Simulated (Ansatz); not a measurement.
Start from `O/C(S)=[CH]/[AlH2]` and change one atom or group to get `C=C(O)S`.

Ansatz, PBE0-D4/def2-TZVP geometries, multiplicity 1. Each molecule was computed in one conformer, which needn't be the lowest.

```
                                        property  `O/C(S)=[CH]/[AlH2]`
size of the dipole moment (B3LYP/def2-TZVPP) / D                  2.24
               LUMO energy (PBE/def2-TZVPP) / eV                 -2.20
               HOMO energy (PBE/def2-TZVPP) / eV                 -5.55
             HOMO energy (B3LYP/def2-TZVPP) / eV                 -6.39
             HOMO–LUMO gap (PBE/def2-TZVPP) / eV                  3.36
  size of the dipole moment (PBE/def2-TZVPP) / D                  2.41
```

Problem. Give the same properties after the change, and the shifts. (Estimate.)

Solution. Computed: 
```tsv
property	`C=C(O)S`	shift
size of the dipole moment (B3LYP/def2-TZVPP) / D	1.10	-1.14
LUMO energy (PBE/def2-TZVPP) / eV	-1.02	1.18
HOMO energy (PBE/def2-TZVPP) / eV	-5.67	-0.12
HOMO energy (B3LYP/def2-TZVPP) / eV	-6.62	-0.23
HOMO–LUMO gap (PBE/def2-TZVPP) / eV	4.65	1.29
size of the dipole moment (PBE/def2-TZVPP) / D	1.12	-1.29
```

With PBE0 the HOMO falls by 0.22 eV and the LUMO rises by 1.41 eV, so the gap widens by about 1.63 eV. PBE moves the HOMO by -0.12 eV and ωB97M-V by -0.31 eV. Dipoles are sizes alone; their direction can turn.

B3LYP here is the variant with VWN-RPA as its local correlation; programs differ in this.
